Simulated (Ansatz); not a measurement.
The same silylene extrusion along the group O, S, Se.

Gas-phase electronic energies from Ansatz, PBE0-D4/def2-TZVP geometries. CCSD(T)/CBS adds triple-zeta CCSD(T) − MP2 to the extrapolated MP2 energy (def2 sets, frozen cores). This one scheme is used for every species. Functionals use def2-TZVPP. B3LYP here is the variant with VWN-RPA as its local correlation; programs differ in this. For Se outer-core shells are correlated without core-valence functions, which leaves a few kJ/mol of doubt a bond. Scalar relativity is left out up to krypton. One conformer a species, not always the lowest.

```csv
reaction,B3LYP-D4 (kJ/mol),LDA (SPW92) (kJ/mol)
`O[SiH](F)F` → `F[Si]F` + H₂O,256,274
`F[SiH](F)S` → `F[Si]F` + H₂S,193,217
`F[SiH](F)[SeH]` → `F[Si]F` + H₂Se,192,214
```

(1) Give the CCSD(T)/CBS values in the same order. (Estimate.)

Largest T1 diagnostic: 0.015, for `F[Si]F`.

Answers

(1) Ansatz gave: 265, 205, 205 kJ/mol.
